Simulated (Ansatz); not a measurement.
Basis-set extrapolation for `CC(C)(C)O[Si]OC(C)(C)C` (PBE0-D4/def2-TZVP geometry, frozen core, the Gaussian-basis code of Ansatz). Multiplicity 1, RHF reference.

```csv
,def2-TZVPP,def2-QZVPP
HF,-752.346334,-752.377170
MP2 correlation,-1.980235,-2.113379
CCSD(T) correlation,-2.158813,not run
```

Energies in hartree. Use E(X) = E(∞) + A·exp(−7.88·√X) for Hartree–Fock and E(X) = E(∞) + B·X^(−2.97) for correlation, with X = 3 and 4, and add CCSD(T) minus MP2 of the smaller set to the MP2 limit.

Question: What is the CCSD(T) energy at the basis-set limit?

Answer: HF limit: -752.377170 + (-0.030836) × 0.13774 = -752.38142. MP2 limit: -2.113379 + (-0.133144) × 0.74074 = -2.21200. Higher-order term: -2.158813 − (-1.980235) = -0.17858. Total: -754.77200 hartree, 167.5 kcal/mol below CCSD(T)/def2-TZVPP.
